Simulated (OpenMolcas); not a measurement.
Pt4+ among 5 point charges of -2 e arranged as a trigonal bipyramid (D3h). The axial distance is 1.04 times the equatorial one, R.

| Quantity | Value |
| --- | --- |
| Program | OpenMolcas |
| Method | CASSCF |
| Basis | ANO-RCC-VDZP [7s6p4d2f] |
| Scalar Hamiltonian | DKH2, point nucleus |
| Active space | 6 electrons in 5 orbitals (5d) |
| State averaging | 2S+1 = 5 even, 5 roots; 2S+1 = 3 even, 45 roots; 2S+1 = 1 even, 50 roots |
| Spin-orbit coupling | RASSI with atomic mean-field integrals over the reference wave functions |

All point charges move together. At R = 1.78 Å the first state of the same spin is 2030 cm-1, and at R = 2.03 Å it is 970 cm-1.

Task: A third run gives 1675 cm-1. What distance was it run at?

Result: With a power law R^-n the two known points give n = -ln(970 / 2030) / ln(2.03 / 1.78) = 5.62. Then R = 1.78 × (2030 / 1675)^(1/5.62) = 1.842 Å. The run was at 1.85 Å, so the estimate is off by -0.008 Å.

An orbital doublet at a regular site is open to a Jahn-Teller distortion, which this geometry leaves out. Without dynamic correlation the repulsion within the d shell is too large (B by tens of per cent), so at a given field states of lower spin stand too high. This shell can be high or low spin here, a state of another spin lies low, and with metal d orbitals alone active their balance is uncertain, so the ground spin may be wrong. Point charges give a weaker field than real ligands, and real ions of this kind are as a rule low spin; the high spin found here belongs to the model. Spin-orbit coupling mixes the spin-free states strongly: the lowest level takes only 65 % from its leading state, 5E, which lies 2030 cm-1 above the lowest spin-free state (figures for R = 1.78; the like holds for R = 1.85). This is an electrostatic model: the charges have no orbitals. No measured value stands beside these numbers.
